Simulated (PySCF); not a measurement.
Species: C6H6Cl2O.
Z-matrix (Å and degrees, GFN2-xTB geometry), rows numbered from 1:
```
O 
C   1  1.1914
C   2  1.4842  1  137.21
C   3  1.4777  2  132.32  1     3.16
Cl  4  1.8017  3  109.03  2    91.67
C   3  1.3462  2   92.43  1  -178.93
C   6  1.5148  3   95.60  2     0.27
C   7  1.5176  2  115.39  1    62.31
Cl  8  1.7878  7  110.00  2    48.70
H   4  1.0896  3  111.15  2   -25.67
H   4  1.0899  3  111.84  2  -150.54
H   6  1.0740  3  133.71  2   178.80
H   7  1.0923  2  114.32  1   -66.01
H   8  1.0902  7  111.57  2   167.28
H   8  1.0897  7  110.77  2   -69.44
```

Method used: CAM-B3LYP/def2-SVPD in PySCF (dipole) on a GFN2-xTB geometry, gas phase.

Masses are those of the commonest isotopes; rigid-rotor values at the optimised geometry. The values belong to one conformer with, in the numbering `[O:1]=[C:2]1[C:3]([CH2:4][Cl:5])=[CH:6][C@@H:7]1[CH2:8][Cl:9]`, C2–C3–C4–Cl5 92°, C6–C7–C8–Cl9 -47°.

What are A, B and C (GHz)?

Ia = 202.89, Ib = 864.98, Ic = 903.81 u·Å²; 505379 MHz·u·Å²/I gives 2491, 584.3 and 559.2 MHz, that is A = 2.4909, B = 0.5843, C = 0.5592 GHz.

Classify the top.

A near-prolate asymmetric top; Ray's κ = -0.974.

What does the inertial defect say?

Not planar: Δ = Ic − Ia − Ib = -164.06 u·Å². For a rigid frame Δ = −2 Σ m c², so Σ m c² = 82.03 u·Å² lies off the ab plane: 13.99 from hydrogen and 68.04 from heavier atoms. The atom farthest from that plane is 2.05 Å away.

Give the other two planar moments, Paa and Pbb, and the rms extents of the mass along the axes.

Paa = Σ m a² = (Ib + Ic − Ia)/2 = 782.95 and Pbb = Σ m b² = (Ia + Ic − Ib)/2 = 120.86 u·Å². With the mass M = 163.98 u, the rms extents √(P/M) along a, b and c are 2.19, 0.86, 0.71 Å.

Predict some low-J microwave lines.

The dipole components are |μa| = 1.21 D, |μb| = 2.33 D, |μc| = 2.64 D. The squared components, which scale the intensities, stand as 0.21 : 0.78 : 1.00 (a : b : c). Some lines, for components of 0.1 D or more:

```
type  branch         J(Ka,Kc)   MHz  lower level (cm⁻¹)
   a       R  1(0,1) ← 0(0,0)  1143               0.000
   c       Q  2(1,2) ← 2(0,2)  1882               0.114
   b       Q  3(1,2) ← 3(0,3)  1996               0.229
   c       R  1(1,0) ← 0(0,0)  3075               0.000
   a       R  3(2,1) ← 2(2,0)  3431               0.370
   b       R  3(1,3) ← 2(0,2)  5274               0.114
   c       R  3(1,2) ← 2(0,2)  5425               0.114
   b       Q  2(2,0) ← 2(1,1)  5720               0.180
   b       R  2(2,1) ← 1(1,0)  8032               0.103
   b       R  2(2,0) ← 1(1,1)  8057               0.102
   b       R  3(2,2) ← 2(1,1)  9150               0.180
```

GFN2-xTB frequencies: not computed here. These are rigid-rotor constants of the computed structure; measured ground-state constants (B0) also hold zero-point vibration. Quadrupole hyperfine structure (35Cl) is left out.
